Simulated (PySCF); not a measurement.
# A series of derivatives of 2(3H)-furanone

Parent skeleton `[O:1]=[C:2]1[CH2:3][CH:4]=[CH:5][O:6]1`; one hydrogen on atom 4 is replaced by X. Hydrogens on one atom are averaged.

Averaged over atoms made equivalent by symmetry, fast rotation or ring inversion, a single conformation, relativity neglected, no solvent model. Structure optimised with GFN2-xTB; PBE0/pcSseg-1 with gauge-including orbitals; PySCF 2.14.

Referencing at the same level of theory: H2O for 17O; 13C, 1H vs TMS.

Parent (X = H): O1 448.7, C2 179.8, C3 35.7, C4 112.3, C5 152.3, O6 278.4, H(C3) 3.11, H(C5) 6.92 ppm. Effects are Δδ = δ(X) − δ(H), positive for deshielding.

**Question.** Order these by the shift of O6, most shielded first.
A. X = CH2OCH3
B. X = COCH3
C. X = F

**Answer.** C (-26.3 ppm), A (-2.7 ppm), B (+11.3 ppm).

Unscaled 17O shifts of doubly bonded oxygen tend to come out too high, by tens of ppm or more. Experimental scales use liquid or dissolved standards, which lie at an offset from isolated H2O (liquid H2O: subtract about 36 ppm).
